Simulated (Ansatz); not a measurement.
Molecule: sum formula YOF, charge 0, multiplicity 1. SMILES: [Y](=[O])[F]
Geometry from a B3LYP-D3(BJ)/def2-TZVP (Ansatz, a program for electronic structure) optimisation:
```xyz
3

Y      0.1361    -0.1179     0.2673
O      1.2660    -0.1525    -1.1654
F     -1.7151     0.6464    -0.1222
```
Charge 0, spin multiplicity 1.

Property: vertical ionisation energy (to the doublet state of charge +1; each state is the SCF solution reached for its spin), in eV. Correlated levels leave the core frozen unless marked. UHF or UKS for open shells. Spin-orbit coupling is left out. The frozen core is the preceding noble-gas configuration, with the filled d and f shells of earlier blocks. In def2 rows, elements after Kr have scalar-relativistic effective core potentials. Basis-set limits of correlation are two-point, X^-3; Hartree-Fock from the larger set. The bracket is a focal-point correction in the basis named.

| level | program | vertical ionisation energy (eV) |
|---|---|---|
| r2SCAN/def2-TZVPD | Ansatz | ? |
| PBE0/def2-TZVPD | Ansatz | ? |
| CAM-B3LYP/def2-TZVPD | Ansatz | ? |
| wB97M-V/def2-TZVPD | Ansatz | ? |
| B2PLYP/def2-TZVPD | Ansatz | 9.16 |
| CCSD/def2-SVPD | Ansatz | 8.75 |
| CCSD/def2-TZVPPD | Ansatz | 8.69 |
| RI-MP2/CBS(def2-TZVPPD,def2-QZVPPD)+[CCSD(T)-MP2]/def2-TZVPPD | Ansatz | 8.99 |

Problem. What belongs in the gaps?

Solution. 
- r2SCAN/def2-TZVPD, vertical ionisation energy (eV): 8.92
- PBE0/def2-TZVPD, vertical ionisation energy (eV): 8.95
- CAM-B3LYP/def2-TZVPD, vertical ionisation energy (eV): 9.03
- wB97M-V/def2-TZVPD, vertical ionisation energy (eV): 8.94
